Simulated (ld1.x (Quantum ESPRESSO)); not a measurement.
Al (Z = 13): one change to an RRKJ potential, before and after

* Element: Al
* Generator: ld1.x (Quantum ESPRESSO) 7.5
* Type: norm-conserving RRKJ (Kleinman–Bylander form)
* Functional: LDA (PZ)
* Relativity: scalar-relativistic
* Frozen core: [Ne]
* Valence charge: 3
* Reference configuration: 3s2 3p0 (charge +1)
* Partial waves: 3s (bound): rc 1.75 bohr; 3p (bound, empty): rc 1.95 bohr; 3d channel at 0.1 Ry: rc 1.85 bohr
* Local potential: all-electron potential smoothed inside 1.45 bohr (lloc = -1)
* Core correction: a·sin(br)/r model core inside 1.25 bohr

All-electron outer shells of the reference configuration (LDA (PZ), scalar-relativistic, ld1.x):

```json
{"shell": "3s", "level (eV)": "-14.92", "outermost node (bohr)": "0.80", "outermost maximum (bohr)": "2.01"}
{"shell": "3p", "level (eV)": "-9.16", "outermost node (bohr)": "0.81", "outermost maximum (bohr)": "2.39"}
```

Change: all radii but the core radius scaled by about 1.35 (s 2.38, p 2.64, d 2.50 bohr); local potential all-electron potential smoothed inside 1.96 bohr (lloc = -1).

Cutoffs: the cutoffs (Ry, on a coarse ladder) from which the occupation-weighted sum of valence levels, in a spherical-Bessel basis at the reference potential, stays within 10 and 1 mRy of its value at 400 Ry; they do not see the model core or the augmentation charge, which bear on the density cutoff. Errors are all-electron minus pseudo energies relative to the spin-unpolarised reference configuration.

How do hardness, ghosts and transferability respond?

The potential gets neither clearly harder nor softer (12 Ry and 18 Ry → 12 Ry and 18 Ry); of the 9 tests that both files solve, the error grows in 3 and shrinks in 0 by more than 15 % and 0.3 meV (median size 4.8 → 4.3 meV); neither file shows a bound ghost. More of the atom is replaced by a form fitted at one configuration, so other configurations suffer.

```csv
quantity,base,changed
"cutoff, loose",12 Ry,12 Ry
"cutoff, tight",18 Ry,18 Ry
bound ghosts,none,none
"error for 3s2 3p1, meV [ΔE -5.85 eV]",+3.6,+3.4
"error for 3s1 3p0, meV [ΔE 19.38 eV]",+8.7,+11
"error for 3s2 3p0.5, meV [ΔE -3.72 eV]",+1.3,+1.3
"error for 3s1 3p1, meV [ΔE 5.82 eV]",-0.9,-1.3
"error for 3s0 3p3, meV [ΔE 4.66 eV]",-5.6,-5.7
"error for 3s2 3p1.3, meV [ΔE -6.44 eV]",+4.8,+4.3
"error for 3s1 3p2, meV [ΔE -0.69 eV]",-0.3,-0.2
"error for 3s2 3p1 (spin-polarised), meV [ΔE -5.98 eV]",+4.8,+5.1
"error for 3s1 3p0 (spin-polarised), meV [ΔE 18.95 eV]",+9.5,+17
```
